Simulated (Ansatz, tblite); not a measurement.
Removing an electron: Sn(vinyl)H3 (C₂H₆Sn). The state is a singlet with charge 0. Geometry: r2SCAN-D4/def2-TZVP. Ansatz, gas phase; energy differences of separate SCF runs; the oxidised species was run as a doublet alone.

```xyz
9

Sn   -1.279   -0.510   -0.331
C     0.373    0.456    0.613
C     1.607    0.463    0.116
H     0.186    0.971    1.554
H     1.866   -0.030   -0.818
H     2.427    0.966    0.625
H    -1.513    0.125   -1.899
H    -2.684   -0.254    0.603
H    -0.982   -2.187   -0.462
```

In the def2 sets Sn takes a core potential; there is no spin–orbit coupling. The xTB rows come from tblite.

```
              level  −HOMO (eV)  vertical IE (eV)  −LUMO (eV)  HOMO–LUMO gap (eV)
           GFN1-xTB       11.87             14.90        7.02                4.85
           GFN2-xTB       11.20             14.13        6.44                4.76
   PBE-D4/def2-TZVP        6.78              9.76        1.46                5.32
r2SCAN-D4/def2-TZVP        7.00              9.79        1.25                5.75
  PBE0-D4/def2-TZVP        7.89              9.93        0.49                7.41
```

  Raw xTB energy differences between charge states are shifted by several eV; the methods need an empirical correction for them.
